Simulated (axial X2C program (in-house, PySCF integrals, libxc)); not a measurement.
## WOH: the levels of the configuration d4 s1 p(π)0

Computed with an in-house all-electron X2C program for linear molecules (integrals from PySCF): two-component X2C with atomic mean-field Coulomb and Gaunt terms, basis W dyall-v3z, O dyall-av3z, H dyall-v3z (cores contracted in-house). Orbitals come from Hartree–Fock averaged over the configuration W d4 s1 p(π)0; CI then distributes these electrons over the d, s, p(π) shells of W.

W–O–H held linear, bonds 1.958 and 0.950 Å (the second held) (near the minimum of the configuration average).

Active spinors (ω > 0):

```csv
shell,ω,ε (eV),character
d,3/2,-2.49,99% W d
d,5/2,-2.02,99% W d
d,1/2,-1.99,"75% W d, 10% W s, 5% W p"
d,1/2,-1.28,"84% W d, 4% W p, 4% O p"
d,3/2,-1.14,"87% W d, 4% W p, 3% O p"
s,1/2,-2.66,"52% W s, 34% W p, 5% O p"
p(π),1/2,1.71,"84% W p, 6% O p, 5% W d"
p(π),3/2,1.73,"85% W p, 6% O p, 5% W d"
```

Lowest levels of this model:

```tsv
Ω	energy (cm⁻¹)	g∥	μ (D)	configuration
1/2	0	2.02	0.01	77% d4 s1 + 22% d5
3/2	393	5.99	-0.11	75% d4 s1 + 23% d5
5/2	1133	9.83	-0.41	70% d4 s1 + 28% d5
1/2	4263	2.63	1.39	96% d4 s1
3/2	4373	7.32	1.41	98% d4 s1
1/2	5248	1.26	0.94	87% d4 s1 + 8% d5
1/2	5331	0.27	0.58	71% d4 s1 + 20% d3 s2
3/2	5474	4.49	1.12	93% d4 s1 + 6% d5
5/2	5655	7.98	1.28	97% d4 s1
7/2	5836	11.81	1.37	98% d4 s1
3/2	6773	3.74	0.43	65% d4 s1 + 24% d3 s2
5/2	8189	7.81	0.40	66% d4 s1 + 22% d3 s2
5/2	10826	6.15	0.09	63% d4 s1 + 18% d3 s2
7/2	12174	9.74	-0.06	62% d4 s1 + 18% d3 s2
7/2	12877	9.34	1.55	94% d4 s1
9/2	12989	12.91	1.42	92% d4 s1
7/2	15741	8.56	0.85	89% d4 s1 + 6% d5
9/2	16297	10.21	0.66	72% d4 s1 + 18% d3 s2
9/2	17274	11.36	0.59	87% d4 s1 + 10% d5
9/2	18915	9.82	0.84	78% d4 s1 + 12% d3 s2
11/2	19182	13.47	0.35	82% d4 s1 + 14% d5
11/2	20998	12.03	0.46	74% d4 s1 + 18% d3 s2
13/2	22262	15.75	1.31	97% d4 s1
11/2	22700	12.44	0.97	86% d4 s1 + 7% d5
```

g∥ is the magnitude of 2⟨Lz + ge Sz⟩ for the +Ω component. μ is positive if the H end is positive.

(1) From Ω and g∥ of the lowest level, whose 2⟨Lz + ge Sz⟩ is positive, find ⟨Sz⟩ and ⟨Lz⟩ (ge = 2.0023).

Occupations of the active spinors in the lowest level by ω, shell by shell in order of energy: -5/2: 0.28; -3/2: 0.71 0.26 0.00; -1/2: 0.43 0.38 0.30 0.01; 1/2: 0.46 0.26 0.48 0.00; 3/2: 0.52 0.42 0.00; 5/2: 0.48. The leading determinant has weight 0.07 among 649.

This point took 6.6 s on 1 thread of Arm Neoverse N1, with other jobs on the host.

There is no dynamic correlation: spin–orbit spacings and, for f shells, spacings inside one term are the most reliable numbers, splittings between terms come out too wide, and energies between configurations are not reliable, so the lowest level need not be the ground state of the molecule. For d shells the ligand-field splittings (σ, π, δ) and their order can be off by a thousand cm⁻¹ or more. At most 4 roots were kept for each Ω > 0 (twice that for Ω = 0) within 3.2 eV of the lowest, so higher up levels can be missing between those listed; levels with Ω > 0 are doubly degenerate and listed once, Ω = 0 levels singly. Some active spinors are only partly of the character that their shell is named for, so the shell names and counts are nominal. States that fill the shells left empty in the average are placed too high. The molecule was held linear; bending was not examined.

Results:

(1) Ω = ⟨Lz⟩ + ⟨Sz⟩ = 1/2 and ⟨Lz⟩ + ge⟨Sz⟩ = 1.010, so ⟨Sz⟩ = 0.51 and ⟨Lz⟩ = -0.01.
